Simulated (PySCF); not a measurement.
**Simulated absorption spectrum**

C3H6B2Cl2F2.
SMILES with atom numbers: `[CH3:1][CH2:2][C@H:3]([B:4]([F:5])[F:6])[B:7]([Cl:8])[Cl:9]` (hydrogens: H10, H11, H12 on C1; H13, H14 on C2; H15 on C3)

Geometry (PBE0-D3(BJ)/def2-SVP, Å), atoms numbered from 1 in this order:
```
atom  x, y, z in Å
C1     1.9788    0.0802   -0.2528
C2     0.6924   -0.7013   -0.0390
C3    -0.5377    0.0140   -0.6160
B4    -0.8517    1.3587    0.1296
F5    -1.4192    2.3819   -0.4786
F6    -0.5772    1.5139    1.4127
B7    -1.8766   -0.7939   -0.5783
Cl8   -2.1283   -2.0865    0.5786
Cl9   -3.1921   -0.4024   -1.6696
H10    2.1684    0.2568   -1.3239
H11    1.9412    1.0630    0.2454
H12    2.8474   -0.4589    0.1537
H13    0.5339   -0.8786    1.0361
H14    0.7837   -1.7002   -0.4957
H15   -0.3883    0.3008   -1.6733
```

Method: PySCF, TDDFT wB97X-D/def2-SVPD, vertical, gas phase, core orbitals frozen in the response.

Computed states:

```
state  E (eV)       f
   S1    5.99  0.0070
   S2    6.08  0.0018
   S3    6.99   0.107
   S4    7.18   0.100
   S5    7.44  0.0046
   S6    7.90   0.022
   S7    8.09   0.048
   S8    8.45   0.050
   S9    8.51   0.056
  S10    8.79   0.037
```

Each state is given a Gaussian of 0.25 eV full width at half maximum, with ε(max) = 2.175×10⁸ f / Δν̃ (Δν̃ the width in cm⁻¹). The width is an assumption, not a result. The curve ends short of the highest state used, and states not computed would add to its high-energy end.

Q: Give the broadened spectrum and its maxima.

A: 
λ (nm), ε (L mol⁻¹ cm⁻¹) and a bar:
```
    151.3       3502 #######
    152.6       5164 ##########
    153.9       5820 ###########
    155.1       5206 ##########
    156.4       4023 ########
    157.6       2875 ######
    158.9       1679 ###
    160.2        764 #
    161.4        315 #
    162.7        192 
    164.0        296 #
    165.2        512 #
    166.5        941 ##
    167.8       1959 ####
    169.0       3926 ########
    170.3       7251 ##############
    171.5      10648 #####################
    172.8      13465 ##########################
    174.1      14906 #############################
    175.3      15287 ##############################
    176.6      14747 #############################
    177.9      12837 #########################
    179.1       9894 ###################
    180.4       6283 ############
    181.7       3296 ######
    182.9       1532 ###
    184.2        557 #
    185.4        186 
    186.7         48 
    188.0         10 
    189.2          2 
    190.5          0 
    191.8          0 
    193.0          1 
    194.3          4 
    195.6         13 
    196.8         32 
    198.1         75 
    199.3        147 
    200.6        268 #
    201.9        432 #
    203.1        601 #
    204.4        768 ##
    205.7        873 ##
    206.9        887 ##
    208.2        808 ##
    209.5        659 #
    210.7        495 #
    212.0        328 #
    213.2        204 
    214.5        111 
    215.8         55 
    217.0         26 
    218.3         11 
    219.6          4 
    220.8          2
```

Maxima: 206 nm (6.01 eV), ε about 890, made up of S1 (83%) and S2 (17%); 175 nm (7.07 eV), ε about 15000, made up of S3 (57%) and S4 (43%); 154 nm (8.06 eV), ε about 5800, made up of S6 (13%) and S7 (87%) (ε in L mol⁻¹ cm⁻¹; maxima over ε = 5, shares over 10%).

Q: Coming from long wavelengths, where does ε first pass 100 L mol⁻¹ cm⁻¹?

A: At about 215 nm (5.78 eV), 0.21 eV below S1.

Q: What would ε be at 7.07 eV, the highest of these maxima, with half the width (0.125 eV)?

A: About 10700 L mol⁻¹ cm⁻¹ against 15300, a factor of about 0.7; a lone state at its own centre would give exactly 2.

Q: On this curve, what absorbance would a 10⁻⁴ mol/L sample give at 193 nm over a 1 cm path?

A: 193 nm is 6.424 eV, where ε is about 1.1 L mol⁻¹ cm⁻¹, so A = ε c l ≈ 0.00011 (Beer–Lambert, with the gas-phase spectrum and the assumed width).

All these states lie below the vertical ionisation energy of 11.15 eV (ΔSCF).

Hardware: one thread of an AMD EPYC 7R43, on a shared host. Cost: 8.3 min of wall time, 1.4 GiB resident at most.

One conformer stands for the species.
